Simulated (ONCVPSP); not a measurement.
Potentials for phosphorus (P) compared

Generated with ld1.x 7.5 (TM, RRKJ, ultrasoft, PAW), atompaw 4.2 or ONCVPSP 4.0.1. The cutoff is in Ry: for ld1.x and atompaw files where the sum of valence levels is converged to 10 mRy in a Bessel basis, for ONCV files where the hardest occupied wave has 1 mHa per electron of residual kinetic energy. The error is the largest all-electron minus pseudo excitation energy over each file’s own four to seven test configurations (ionisations up to +4, promotions, holes and added fractions of an electron), all of which were solved. The labels leave out finer settings (local radius, basis sizes, second energies), which also bear on the numbers. Spin-polarised tests are not counted. The rows are a selection from randomly drawn settings: files with unsolved tests, undetermined cutoffs or missed reference levels are left out.

```csv
potential,cutoff (Ry),largest error (meV),bound ghosts
"ONCV, LDA (Perdew-Wang 92), scalar-relativistic, rc 1.35/1.90/1.50 (spd), local s, core correction yes, reference 3s2 3p2.75, qcut 4.9/3.9/6.7, projectors 0/2/2",138,+15,none
"ONCV, PBE, scalar-relativistic, rc 1.65/1.40 (sp), local smoothed, core correction yes, reference 3s2 3p1, qcut 3.3/6.5, projectors 2/2",70,-96,none
"ONCV, PBEsol, scalar-relativistic, rc 1.70/1.90/1.75 (spd), local smoothed, core correction no, reference 3s2 3p3, qcut 3.5/4/6.4, projectors 2/3/2",43,+173,none
"ONCV, LDA (Perdew-Zunger), scalar-relativistic, rc 0.95/0.70 (sp), local smoothed, core correction yes, reference 2s2 2p6 3s2 3p3, qcut 13.2/16.6, projectors 2/3",246,+9.7,none
"ONCV, revPBE, scalar-relativistic, rc 0.94/0.82/0.82 (spd), local smoothed, core correction yes, reference 2s2 2p6 3s2 3p1.5, qcut 12.3/17.6/10.7, projectors 2/2/2",234,+1.1,none
```

Problem. Fill in the row for P: ONCV, PBEsol, scalar-relativistic, rc 1.65/1.90/1.85 (spd), local smoothed, core correction yes, reference 3s1 3p4, qcut 5.1/4.6/5.5, projectors 2/2/2.

Solution. cutoff 21 Ry, largest error +1.1 meV, bound ghosts: none.
